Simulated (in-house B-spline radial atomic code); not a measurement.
Whole-atom quantities along the 7-electron series, configuration [He] 2s2 2p3. Breit and QED terms are first order and not part of the total energy; the density at the nucleus is averaged over the nuclear charge. Computed with a radial B-spline atomic code at the basis-set limit: Dirac-Hartree-Fock, average of the configuration, finite nuclei.

```csv
ion,Z,E/Z² (Eh),Σ<r²> (bohr²),n(0)/Z³ (bohr⁻³),Lamb diamagnetic shielding (ppm),repulsion over attraction,Breit energy (eV),self-energy (eV),vacuum polarisation (eV),Dirac less non-relativistic energy (Eh)
Si7+,14,-1.3414,1.4556,0.69924,732.92,0.088239,1.31,1.0482,-0.064714,-0.61472
P8+,15,-1.3593,1.2214,0.71028,791.45,0.082927,1.6405,1.341,-0.085465,-0.82296
S9+,16,-1.3753,1.0397,0.72137,850.1,0.078195,2.0229,1.687,-0.11083,-1.0805
Cl10+,17,-1.3897,0.89571,0.73245,908.88,0.073958,2.461,2.0913,-0.14145,-1.3947
Ar11+,18,-1.4028,0.77971,0.74389,967.8,0.070144,2.9588,2.5592,-0.17799,-1.7735
K12+,19,-1.4146,0.68484,0.75585,1026.88,0.066694,3.52,3.0959,-0.2212,-2.2252
Ca13+,20,-1.4255,0.60624,0.76796,1086.11,0.06356,4.1486,3.7069,-0.27182,-2.7588
Sc14+,21,-1.4355,0.54039,0.78026,1145.52,0.0607,4.8486,4.3977,-0.33068,-3.3838
Ti15+,22,-1.4448,0.48466,0.79307,1205.11,0.058081,5.6239,5.1739,-0.39864,-4.1104
V16+,23,-1.4534,0.43707,0.80659,1264.9,0.055674,6.4784,6.0412,-0.47662,-4.9492
```

With what power of Z does the column «self-energy (eV)» change over this range?

A fit of the logarithm of its size against log Z from Z = 14 to 23 has slope 3.53. One-loop self-energy scales as Z⁴F(Zα), with F falling from low Z to about Z = 90.
